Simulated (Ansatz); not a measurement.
Cost and result for the atomization energy of C3H9Cl3GeO3Si, SMILES `C[O][Ge]([O]C)([O]C)[Si](Cl)(Cl)Cl` (20 atoms, 19 bonds).

Z-matrix (Å, degrees):
```
C
O 1 1.415
H 1 1.094 2 111.8
H 1 1.092 2 107.4 3 119.4
H 1 1.096 2 111.6 3 -122.1
Ge 2 1.758 1 120.6 3 51.7
O 6 1.770 2 104.6 1 -45.8
O 6 1.757 2 107.4 1 -164.8
Si 6 2.390 2 114.3 1 77.6
C 7 1.412 6 120.1 2 174.4
C 8 1.417 6 119.7 2 51.4
Cl 9 2.042 6 108.2 2 -71.7
Cl 9 2.037 6 111.3 2 169.0
Cl 9 2.033 6 110.6 2 47.5
H 10 1.096 7 112.1 6 55.0
H 10 1.092 7 107.7 6 174.2
H 10 1.097 7 111.9 6 -67.1
H 11 1.091 8 107.5 6 178.1
H 11 1.095 8 111.7 6 59.1
H 11 1.094 8 111.5 6 -62.7
```

The species carries charge 0 and has multiplicity 1. Correlated methods include outer-core shells of Ge, which these sets cover unevenly. Scalar relativity is left out up to krypton. Geometry: relaxed with PBE0-D4/def2-TZVP. It is one conformer, not always the lowest. Program: Ansatz. All runs use 4 threads of an AMD EPYC 7R13 on a shared host and a share of an NVIDIA H100 80 GB. Times are those of one run each, without the atoms' runs, and a repeat can differ threefold. Electronic energies, without spin–orbit coupling; frozen cores. CCSD(T)/CBS adds CCSD(T) − MP2 in def2-TZVPP to the MP2 limit, and its time is that of the two runs behind it. T1 = 0.012. With those shells the extrapolation isn't a true limit. B3LYP takes the VWN-RPA correlation (the form of Gaussian; ORCA's B3LYP/G).

CCSD(T)/CBS is a level of theory with its own doubt, some kJ/mol a heavy atom from the limit and from the frozen cores, so smaller differences don't rank the functionals.

```
                             level  functions  wall time  atomization (kcal/mol)  difference from CCSD(T)/CBS  per bond
r2SCAN-D4/def2-TZVPP (with forces)        528      4.2 s                  1789.7                          4.7       0.2
              revPBE-D4/def2-TZVPP        528      4.4 s                  1768.9                        -16.1      -0.8
           CAM-B3LYP-D4/def2-TZVPP        528      4.8 s                  1779.5                         -5.5      -0.3
                PBE0-D4/def2-TZVPP        528        6 s                  1781.3                         -3.7      -0.2
                 B2PLYP/def2-TZVPP        528        6 s                  1752.4                        -32.6      -1.7
                 B97M-V/def2-TZVPP        528      7.5 s                  1789.4                          4.4       0.2
 B3LYP-D4/def2-TZVPP (with forces)        528      7.5 s                  1769.1                        -15.9      -0.8
  ωB97M-V/def2-TZVPP (with forces)        528        8 s                  1784.4                         -0.6       0.0
               PBE-QIDH/def2-TZVPP        528      8.5 s                  1770.8                        -14.2      -0.7
                  CCSD(T)/def2-SVP        233        9 s                  1666.4                       -118.6      -6.2
                    MP2/def2-QZVPP        981       15 s                  1811.2                         26.2       1.4
                CCSD(T)/def2-TZVPP        528    2.3 min                  1735.5                        -49.5      -2.6
                 CCSD(T)/CBS(def2)          –    2.5 min                  1785.0                          0.0       0.0
```

The D4 term adds +27.3 kcal/mol with B3LYP and +15.0 kcal/mol with PBE0; it sums over pairs of atoms, weighted by their polarisabilities, and B3LYP, whose exchange is more repulsive, gets the larger term. In def2-TZVPP, CCSD(T) changes the Hartree–Fock value by +468.3 kcal/mol (the triples alone add +32.6 kcal/mol) and MP2 by +514.9 kcal/mol; breaking electron pairs costs correlation energy, which Hartree–Fock lacks. From r2SCAN to r2SCAN0 (25 % exact exchange), in def2-TZVPP and without D4, the atomization energy moves by −35.5 kcal/mol: exact exchange takes away binding that semilocal exchange gives to molecules.
